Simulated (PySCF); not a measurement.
Computed shifts of a molecule C3H4BF3, PBE/pcSseg-1 (PySCF), GIAO, gas phase, equivalent atoms averaged, in ppm (number of nuclei): ¹³C: 174.5 (1), 111.5 (1), 17.7 (1). ¹⁹F: -89.2 (1), -92.4 (1), -99.9 (1). ¹H: 7.45 (1), 1.93 (3). References: ¹³C against TMS (σ = 182.0 ppm); ¹⁹F against CFCl3 (σ = 133.6 ppm); ¹¹B against BF3 (σ = 83.9 ppm); ¹H against TMS (σ = 31.49 ppm), references at their B3LYP-D3(BJ)/def2-TZVP geometries, non-relativistic. Geometry optimised at ωB97X-D3(BJ)/def2-SVP. One conformer was computed; it need not be the lowest.

Q: Identify the compound among the candidates.
(A) C=C(F)B(F)CF
(B) C=CB(F)C(F)F
(C) FB1CC(F)(F)C1
(D) C/C(=C/F)B(F)F

A: D, C/C(=C/F)B(F)F
